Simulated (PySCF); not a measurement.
# Arsenic: a sound run and one with changed settings

Sound run: As⁺ [Ar] 3d10 4s2 4p2, As²⁺ [Ar] 3d10 4s2 4p1. Computed with PySCF 2.14 in x2c-SVPall (5s4p3d, 32 functions), with the spin-free X2C one-electron Hamiltonian (Gaussian nucleus). In the sound run the correlated levels freeze [Ar] 3d10. The sound run starts from symmetry-adapted Hartree-Fock orbitals and uses a fine grid where one is needed.

Changed run: initial guess atom, at most 50 SCF cycles.

```csv
species,method,sound run (hartree),changed run (hartree),converged
As⁺,UHF,-2258.27608,-2258.27608,yes
As⁺,MN15,-2261.31526,-2261.31526,yes
As⁺,CCSD(T),-2258.33699,-2258.33699,yes
As²⁺,PBE0,-2258.99561,-2258.99561,yes
As²⁺,MP2,-2257.64876,-2257.64876,yes
```

Here the plain start reaches the same solutions.
